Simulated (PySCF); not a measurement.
Si(Br)(OH)(NH2)2, SMILES N[Si](N)(O)Br, PBE0/def2-SVP optimised geometry.

```
10

N     -1.15    -2.01    -1.37
Si    -0.74    -1.09     0.00
N     -1.59    -1.71     1.34
O      0.91    -1.09     0.00
Br    -1.32     1.09     0.00
H     -2.12    -2.25    -1.56
H     -0.59    -1.97    -2.20
H     -1.85    -1.12     2.12
H     -1.51    -2.69     1.60
H      1.32    -0.32     0.39
```

Density from PySCF with PBE0/def2-TZVP at that geometry.

Minimum of the electron density along straight lines between bonded atoms, close to the bond critical point (lines longer than 1.1 times the sum of covalent radii, or with two minima, are not listed):

| bond | length / Å | ρ at the minimum / e bohr⁻³ | ∇²ρ there / e bohr⁻⁵ | position (fraction from the first atom) |
|---|---|---|---|---|
| N1–Si2 | 1.699 | 0.141 | 0.60 | 0.60 |
| Si2–N3 | 1.706 | 0.139 | 0.60 | 0.40 |
| Si2–O4 | 1.658 | 0.138 | 0.77 | 0.41 |
| Si2–Br5 | 2.262 | (withheld) | (withheld) | 0.35 |
| N1–H6 | 1.012 | 0.333 | -1.65 | 0.74 |
| N1–H7 | 1.013 | 0.333 | -1.66 | 0.74 |
| N3–H8 | 1.012 | 0.333 | -1.67 | 0.74 |
| N3–H9 | 1.014 | 0.331 | -1.62 | 0.74 |
| O4–H10 | 0.962 | 0.355 | (withheld) | 0.81 |

Problem. Fill in the missing entries.

Solution. 
- Si2–Br5, ρ at the minimum / e bohr⁻³: 0.084
- Si2–Br5, ∇²ρ there / e bohr⁻⁵: 0.06
- O4–H10, ∇²ρ there / e bohr⁻⁵: -2.43
